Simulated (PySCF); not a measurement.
A small calculation by hand: refractive index and permittivity of the vapour

C2H8O2Si, SMILES O([SiH2]OC)C.

The structure is a stationary point at ωB97X-D3(BJ)/def2-SVP. The values are those of a single conformer.

B3LYP/def2-TZVP run with PySCF gives a mean static polarisability of 57.1 bohr³ and a dipole moment of 1.62 D. Take an ideal gas at 298.15 K and 1 bar, whether or not the substance is that volatile.

**Question.** Work out n − 1 in the optical limit and the static ε − 1.

**Answer.** 
Polarisability volume α' = 57.1 × 0.148185 = 8.46 Å³. Number density N = p/kT = 2.43e-5 Å⁻³.
Dilute limit of Lorentz–Lorenz: n − 1 = 2π N α' = 0.0013.
Orientation term of Debye: μ²/(3kT) = 8.098 Å³ × μ²(D²) = 21.25 Å³.
ε − 1 = 4π N (α' + μ²/3kT) = 0.0091. Orientation of the dipole supplies 72 % of the static response; it can't follow optical fields. Vibrational polarisation and dispersion are left out.
